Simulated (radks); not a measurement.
Pd3+, configuration [Kr] 4d7. Calculated with a radial shooting solver on a logarithmic mesh with Libxc functionals: Dirac Kohn-Sham, PBE, spin-unpolarised, spherical densities, finite nucleus; open shells fill j = l - 1/2 first; Fermi nuclear charge, rms radius 4.5318 fm. Some entries of the table are withheld. Estimate them.

orbital  occ.  eigenvalue (eV)  <1/r> (bohr^-1)  <r^2> (bohr^2)
1s1/2       2        -24193.05            48.24        0.001371
2s1/2       2        -3567.071            11.09         0.02250
2p1/2       2        -3311.691            11.07         0.01685
2p3/2       4        -3152.298            10.43         0.01818
3s1/2       2        -677.1694            3.863          0.1645
3p1/2       2        -576.3833              (1)          0.1603
3p3/2       4        -548.5927              (2)          0.1695
3d3/2       4        -370.1894            3.444          0.1509
3d5/2       6        -364.6472            3.404          0.1537
4s1/2       2        -125.9213              (3)          0.9961
4p1/2       2         -94.4785            1.357           1.153
4p3/2       4         -89.8922            1.310           1.220
4d3/2       4              (4)            1.022           1.991
4d5/2       3              (5)            1.011           2.031

Answer. 
(1) 3p1/2 <1/r> (bohr^-1): 3.768
(2) 3p3/2 <1/r> (bohr^-1): 3.613
(3) 4s1/2 <1/r> (bohr^-1): 1.474
(4) 4d3/2 eigenvalue (eV): -41.9155
(5) 4d5/2 eigenvalue (eV): -41.3406
